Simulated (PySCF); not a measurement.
**SMILES O=P1(P)C=CCC=C1, C5H8OP2**

Molfile (atoms numbered from 1):
```
C5H8OP2
     RDKit          3D

 16 16  0  0  0  0  0  0  0  0999 V2000
    1.8915   -1.9496   -0.9482 O   0  0  0  0  0  0  0  0  0  0  0  0
    1.1344   -0.8572   -0.3225 P   0  0  0  0  0  5  0  0  0  0  0  0
    2.4837    0.5166    0.7319 P   0  0  0  0  0  0  0  0  0  0  0  0
   -0.0989   -1.3646    0.8971 C   0  0  0  0  0  0  0  0  0  0  0  0
   -1.1840   -0.6355    1.1092 C   0  0  0  0  0  0  0  0  0  0  0  0
   -1.4729    0.6566    0.4069 C   0  0  0  0  0  0  0  0  0  0  0  0
   -1.0093    0.6952   -1.0170 C   0  0  0  0  0  0  0  0  0  0  0  0
    0.0967    0.1083   -1.4497 C   0  0  0  0  0  0  0  0  0  0  0  0
    1.6332    1.6117    0.6196 H   0  0  0  0  0  0  0  0  0  0  0  0
    3.1180    0.7980   -0.4752 H   0  0  0  0  0  0  0  0  0  0  0  0
    0.0819   -2.3076    1.3932 H   0  0  0  0  0  0  0  0  0  0  0  0
   -1.9300   -0.9556    1.8254 H   0  0  0  0  0  0  0  0  0  0  0  0
   -0.9732    1.4640    0.9582 H   0  0  0  0  0  0  0  0  0  0  0  0
   -2.5442    0.8644    0.4476 H   0  0  0  0  0  0  0  0  0  0  0  0
   -1.6416    1.2453   -1.7027 H   0  0  0  0  0  0  0  0  0  0  0  0
    0.4070    0.1190   -2.4851 H   0  0  0  0  0  0  0  0  0  0  0  0
  1  2  2  0
  2  3  1  0
  2  4  1  0
  4  5  2  0
  5  6  1  0
  6  7  1  0
  7  8  2  0
  8  2  1  0
  3  9  1  0
  3 10  1  0
  4 11  1  0
  5 12  1  0
  6 13  1  0
  6 14  1  0
  7 15  1  0
  8 16  1  0
M  END
```

Method used: GIAO PBE0/pcSseg-1 magnetisability, rotational g tensor and spin-rotation constants, non-relativistic, gas phase (PySCF 2.14.0). Geometry: GFN2-xTB.

Give the nuclear spin-rotation constants along the inertial axes (H = +C I·J) beside the isotropic shieldings.

Rotational constants 2.1034, 1.2151, 1.1344 GHz. A star marks the isotopologue with that one atom substituted, in its own axes.
```
atom  isotope  Caa (kHz)  Cbb (kHz)  Ccc (kHz)  mean (kHz)  σ (ppm)
  P2      31P      3.196      1.580      2.044       2.273    335.4
  P3      31P      2.481      1.093      1.288       1.621    527.0
  H9       1H     -0.083     -0.082     -0.104      -0.089     29.5
 H10       1H     -0.155     -0.129     -0.010      -0.098     29.0
 H11       1H     -0.194     -0.102      0.076      -0.073     24.9
 H12       1H     -0.040     -0.133      0.025      -0.049     24.8
 H13       1H     -0.200      0.016     -0.126      -0.103     29.3
 H14       1H      0.099     -0.132     -0.129      -0.054     28.7
 H15       1H     -0.036     -0.133      0.021      -0.049     24.9
 H16       1H     -0.193     -0.093      0.067      -0.073     24.9
  O1     17O*     -0.395     -0.227     -0.081      -0.234    216.2
  C4     13C*      0.678      0.244      0.527       0.483     45.7
  C5     13C*      0.767      0.218      0.538       0.508     37.8
  C6     13C*      0.385      0.185      0.174       0.248    154.0
```
For the geometry as given, no vibrational averaging.

How do the rotational constants and the g tensor change when H9, H10, H11, H12, H13, H14, H15, H16 are replaced by deuterium?

Constants 1.8562, 1.0765, 1.0324 GHz; g -0.0330, -0.0064, -0.0215, against -0.0370, -0.0069, -0.0235 before.
